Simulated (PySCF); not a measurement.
FH5OSi3, SMILES [SiH]1([SiH2]O[SiH2]1)F. The structure is a stationary point at PBE-D3(BJ)/def2-SVP. The structure was generated by enumeration, and PubChem lists no compound with its InChIKey, so it may never have been made.

Computed equilibrium geometry at PBE-D3(BJ)/def2-SVP (PySCF confirms it by a frequency run) as Cartesian coordinates in Å, and its point group:
point group Cs.
```xyz
10

F     -2.4205    -0.5452     0.0000
Si    -1.0994     0.4402     0.0000
Si     0.7494    -0.0529     1.4074
O      1.7282    -0.1118     0.0000
Si     0.7494    -0.0529    -1.4074
H     -1.6017     1.8610     0.0000
H      1.2593     1.0049     2.3479
H      0.7254    -1.3754     2.1248
H      0.7254    -1.3754    -2.1248
H      1.2593     1.0049    -2.3479
```
Charge 0, spin multiplicity 1.
